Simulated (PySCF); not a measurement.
**Relative stability**

The two ends of one reaction step of SiH$_{3}$Cl$_{3}$, closed shell (PBE0-D4/def2-TZVP).

A:

Si1  (-0.763, 0.674, -0.404)
Cl2  (1.997, -1.340, 1.657)
Cl3  (0.503, -0.375, -1.637)
Cl4  (-1.983, -0.620, 0.583)
H5  (-1.583, 1.553, -1.259)
H6  (1.730, -1.316, 0.401)
H7  (0.060, 1.409, 0.573)
(Å)

B:

```
7
angstrom
Si -0.8222 -0.6514 -0.0515
Cl 0.8514 -1.4307 0.7939
Cl -1.4082 -1.8277 -1.5983
Cl -2.3025 -0.5675 1.3348
H -0.5365 0.7014 -0.5460
H 2.2992 1.6090 0.2134
H 2.0187 2.1891 -0.1631
```

PySCF 2.14 with density fitting (its default auxiliary sets; JK sets also for MP2 and CCSD(T)); basis: def2-TZVPP; cores frozen in the correlated methods. B3LYP uses VWN-RPA correlation.

Q: Which structure is lower at CCSD(T), and by how much? (Judge from chemistry; the value comes from the calculation.)

A: The calculation gives: B, by 15.45 kcal/mol (electronic energy, against the other). By their contacts, A is a complex of SiH₂Cl₂ ([Cl][SiH2][Cl]) + HCl and B is a complex of SiHCl₃ ([Cl][SiH]([Cl])[Cl]) + H₂.

All methods give the same order:

| method | E(B) − E(A) (kcal/mol) |
| --- | --- |
| SPW92 | -15.12 |
| PBE-D4 | -16.69 |
| r2SCAN-D4 | -17.78 |
| PBE0-D4 | -16.39 |
| B3LYP-D4 | -16.09 |
| BHLYP-D4 | -15.80 |
| wB97M-V | -16.93 |
| HF | -14.23 |
| MP2 | -17.76 |
| CCSD | -14.72 |
| CCSD(T) | -15.45 |

No T1 diagnostic of these runs exceeds 0.009.

Labels in which every atom is bracketed show which atoms are joined, not bond orders.

For scale, one of the runs: CCSD(T)/def2-TZVPP, 210 basis functions, launched by `OMP_NUM_THREADS=4 python run.py`. Time: 9.6 min of wall clock on 4 CPU threads of an Intel Xeon; the host was shared. Peak host memory: 2.9 GiB.
